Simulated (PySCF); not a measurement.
## Shapes and spin states of ReBr2

Computed with B3LYP/[Re def2-SVP with ECP60, Br def2-SVP], scalar-relativistic core potentials, density fitting, no spin–orbit coupling, PySCF.

Relaxations began from a few typed shapes and spin states; open shells are unrestricted. The search is not exhaustive: other isomers or separated fragments can lie lower, and high-lying points may rest on an excited occupation.

Task: Which is the lowest minimum found?
A. broken-symmetry Ms = 1/2 (⟨S²⟩ 2.06) D∞h: Re–Br 2.384 Å (×2); Br–Re–Br 180.0°
B. sextet D∞h: Re–Br 2.463 Å (×2); Br–Re–Br 180.0°
C. quartet C2v: Re–Br 2.384 Å (×2); Br–Re–Br 158.3°
D. quartet D∞h: Re–Br 2.391 Å (×2); Br–Re–Br 180.0°

Result: B. The others lie at 64.6 (quartet C2v), 65.5 (quartet D∞h, a saddle point), 109.5 (broken-symmetry Ms = 1/2 D∞h) kJ/mol above it.

Formally Re is in oxidation state +2, d5, with 5 unpaired electrons (the high-spin count). The Mulliken spin on Re is 4.70. The polar-tensor charge on Re, 1.11, is far below the formal one.

For the lowest minimum: other spin states or occupations of the open shell can lie lower. Spin–orbit coupling, left out here, can matter for elements this heavy.

The electron or spin density has lower symmetry than the nuclear frame for the quartet D∞h at 65.5 kJ/mol, broken-symmetry Ms = 1/2 (⟨S²⟩ 2.06) D∞h at 109.5 kJ/mol.
